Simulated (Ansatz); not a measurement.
Geometry optimisation, Ansatz, RKS PBE/def2-SVP.

input.yaml

```yaml
crystal:
  periodic: [false, false, false]
  atoms:
    - { symbol: "N", position_ang: [-1.09438, 1.19887, -0.55048] }
    - { symbol: Cu, position_ang: [-0.00088, -0.02065, 0.12123] }
    - { symbol: O, position_ang: [1.14907, -1.36436, 0.69997] }
    - { symbol: H, position_ang: [-0.71801, 1.83717, -1.23772] }
    - { symbol: H, position_ang: [-1.97802, 0.87484, -0.91831] }
    - { symbol: H, position_ang: [0.79987, -2.11583, 0.19244] }
    - { symbol: H, position_ang: [1.97684, -1.06295, 0.28853] }
basis:
  gaussian: { orbitals: def2-SVP }
hamiltonian:
  xc: pbe
relax:
  f_tol: 0.015
  max_steps: 40
```

Launched with:

```bash
$ ansatz run input.yaml --threads 1 --pin off --max-ram 2048MiB --backend cpu --events-out ev --progress --plain --runs-dir out
```

Problem. Where does it end, and by what steps?

Solution. The forces met the threshold. The force dipped under the threshold on the way, but the program's further checks kept it going. After 13 steps the energy has fallen by 0.236 eV; H7 moved furthest, 0.60 Å.

```
step  energy less start (eV)  largest force component (eV/Å)  accepted
   0                  0.0000                           1.248       yes
   1                 -0.1292                           0.556       yes
   2                 -0.1606                           1.228       yes
   3                 -0.2263                           0.160       yes
   4                 -0.2281                           0.124       yes
   5                 -0.2289                           0.127       yes
   6                 -0.2309                           0.124       yes
   7                 -0.2342                           0.015       yes
   8                 -0.1747                           1.118        no
   9                 -0.2347                           0.111       yes
  10                 -0.2352                           0.076       yes
  11                 -0.2356                           0.055       yes
  12                 -0.2358                           0.029       yes
  13                 -0.2359                           0.011       yes
```

```xyz
7
Properties=species:S:1:pos:R:3
N -1.022 1.433 -0.584
Cu -0.082 -0.037 -0.067
O 1.039 -1.514 0.614
H -0.917 1.519 -1.612
H -2.027 1.195 -0.484
H 1.233 -2.099 -0.147
H 1.910 -1.149 0.876
```

Whether the end is a true minimum wasn't checked by a vibrational analysis.

Time of the run: 35 s on 1 thread of Arm Neoverse V1 (shared host), peak memory 0.25 GiB.
